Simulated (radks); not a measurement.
The numbers below are computed, except where a source is named.
Effect of the nuclear size on neutral caesium, [Xe] 6s1. Level of theory: Dirac Kohn-Sham, BLYP, spin-unpolarised, spherical densities, finite nucleus; Fermi nuclear charge, rms radius 4.8041 fm (a radial shooting solver on a logarithmic mesh with Libxc functionals). The rms radius is varied about that value; shifts are against it.

| rms radius (fm) | total energy shift (eV) | density at nucleus (e/bohr^3) | 1s1/2 shift (meV) | 2s1/2 shift (meV) | 4p1/2 shift (meV) | 5s1/2 shift (meV) | 5p1/2 shift (meV) |
|---|---|---|---|---|---|---|---|
| 3.9442 | -2.45 | 3.075e+05 | -1020 | -122 | 0.421 | -0.717 | 0.128 |
| 4.5207 | -0.850 | 2.997e+05 | -354 | -42.3 | 0.146 | -0.249 | 0.044 |
| 4.8041 | 0 | 2.963e+05 | 0.000 | 0.000 | 0.000 | 0.000 | 0.000 |
| 5.2269 | 1.35 | 2.917e+05 | 561 | 66.9 | -0.231 | 0.394 | -0.070 |
| 5.3758 | 1.84 | 2.902e+05 | 768 | 91.6 | -0.316 | 0.540 | -0.096 |

Slopes of the eigenvalues against <r^2> in GHz/fm^2, as finite differences over the two radii next to the reference (eigenvalue slopes, not the field-shift constants of lines): 1s1/2 32200, 2s1/2 3830, 4p1/2 -13.3, 5s1/2 22.6, 5p1/2 -4.02.
